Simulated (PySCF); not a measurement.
# What builds the third ionisation energy along group 14

All values are computed (PySCF 2.14, energy differences of UHF-based or UKS calculations, no spin-orbit coupling). Each column adds one step, in eV (sums use unrounded values): valence MP2, valence CCSD, valence triples, then the next inner shell at CCSD(T) (C 1s, Si 2s 2p, Ge 3s 3p 3d, Sn 4s 4p 4d, Pb 5s 5p 5d). References (NIST) marked * lie between the lowest fine-structure levels; the others compare directly ((s) semi-empirical, (t) theoretical).

| element | UHF | + MP2 | + CCSD | + (T) | + inner shell | sum | reference |
| --- | --- | --- | --- | --- | --- | --- | --- |
| C [He] 2s2 → [He] 2s1 (def2-QZVPPD, non-relativistic) | 45.778 | 1.225 | 0.793 | 0.000 | 0.003 | 47.799 | 47.888 |
| Ge [Ar] 3d10 4s2 → [Ar] 3d10 4s1 (def2-QZVPPD, non-relativistic) | 31.719 | 0.824 | 0.291 | 0.000 | 0.626 | 33.460 | 34.058 |
| Sn [Kr] 4d10 5s2 → [Kr] 4d10 5s1 (def2-QZVPPD with the def2 core potential (28 electrons), ECP) | 28.535 | 0.710 | 0.239 | 0.000 | 0.887 | 30.372 | 30.506 |
| Pb [Xe] 4f14 5d10 6s2 → [Xe] 4f14 5d10 6s1 (def2-QZVPPD with the def2 core potential (60 electrons), ECP) | 29.765 | 0.595 | 0.174 | 0.000 | 1.185 | 31.719 | 31.937 |

Problem. Estimate the missing row, Si [Ne] 3s2 → [Ne] 3s1 (def2-QZVPPD, non-relativistic).

Solution. The calculation gives UHF 31.955; + MP2 0.911; + CCSD 0.332; + (T) 0.000; + inner shell 0.177; sum 33.375. The reference value is 33.493.

What remains against the references is mostly basis incompleteness.

These are valence bases, so the inner-shell step is incomplete.
